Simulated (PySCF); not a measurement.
Calculated NMR parameters of C[C@@H](OC=O)OC(=O)C(F)(F)F

```
Formula                               : C5H5F3O4
SMILES                                : C[C@@H](OC=O)OC(=O)C(F)(F)F
InChI                                 : InChI=1S/C5H5F3O4/c1-3(11-2-9)12-4(10)5(6,7)8/h2-3H,1H3/t3-/m0/s1
Point group of the computed structure : C1
Degrees of unsaturation               : 2
Carbon signals                        : 5
Proton signals                        : 3
```

Structure with atom numbers: `[CH3:1][C@@H:2]([O:3][CH:4]=[O:5])[O:6][C:7](=[O:8])[C:9]([F:10])([F:11])[F:12]`. Each H is labelled by its parent atom.

[PySCF: GFN2-xTB structure; σ from GIAO-PBE0/pcSseg-1; no solvent model; one conformer; non-relativistic; fast rotation and ring inversion assumed for equivalent nuclei]

References, each an isolated molecule treated in the same way: TMS for $^{1}$H (σ = 31.72 ppm) and $^{13}$C (σ = 186.93 ppm); CFCl3 for $^{19}$F (σ = 170.95 ppm); $^{17}$O (σ = 336.08 ppm) against H2O.

| carbon | δC, type | δH (multiplicity) | HMBC from (2–3 bonds) | span of the C tensor (ppm) |
| --- | --- | --- | --- | --- |
| C1 | 21.3, CH3 | 1.68 (d) | H(C2) | 40 |
| C2 | 92.5, CH | 7.33 (q) | H(C4), H(C1) | 58 |
| C4 | 164.3, CH | 8.01 (s) | H(C2) | 163 |
| C7 | 161.4, C | – | H(C2) | 169 |
| C9 | 124.3, C | – | – | 31 |

Other nuclei:
```tsv
atoms	nucleus	environment	δ (ppm)	σ (ppm)
F10/F11/F12	$^{19}$F	fluorine of a CF3 group	-88.7	259.6
O5	$^{17}$O	ester carbonyl oxygen	463.7	-127.6
O8	$^{17}$O	ester carbonyl oxygen	424.8	-88.7
O3	$^{17}$O	ester alkoxy oxygen	249.7	86.4
O6	$^{17}$O	ester alkoxy oxygen	239.1	97.0
```

Carbon types of the structure: 2 × C, 2 × CH, 1 × CH3, which accounts for all hydrogens. δC 164.3, 161.4: ester carbonyl carbon; it is a carbonyl in resonance with an O or N lone pair, the region of acids, esters and amides. δC 124.3: CF3 carbon; 3 electronegative neighbours deshield it. δC 92.5: sp3 carbon bearing two oxygens; 2 electronegative neighbours deshield it. δC 21.3: methyl carbon; a saturated carbon with 1 carbon neighbour and no heteroatom attached. δH 7.33: hydrogen on an sp3 carbon bearing two oxygens; its carbon carries O, an electronegative neighbour.

Splittings by $^{19}$F in the carbon and heteronuclear signals aren't shown, as no couplings were computed. Shifts are as computed. Against solution values, carbons near 30 ppm lie about +3 ppm off and those near 130 ppm about +5 ppm. Of 1211 compounds with measured shifts, 218 miss one by over three times the rms of a fit or turn the order of signals round; such compounds aren't used in these exercises. Unscaled 19F shifts against computed CFCl3 carry errors that often reach 10 to 50 ppm. Unscaled 17O shifts of doubly bonded oxygen tend to come out too high, by tens of ppm or more. Experimental scales use liquid or dissolved standards, which lie at an offset from isolated H2O (liquid H2O: subtract about 36 ppm). No couplings were computed; multiplicities are counted from neighbouring protons, with m where these are inequivalent, close in shift, in a saturated or five-membered ring or joined by F or P, and br s for small geminal =CH2 splittings.
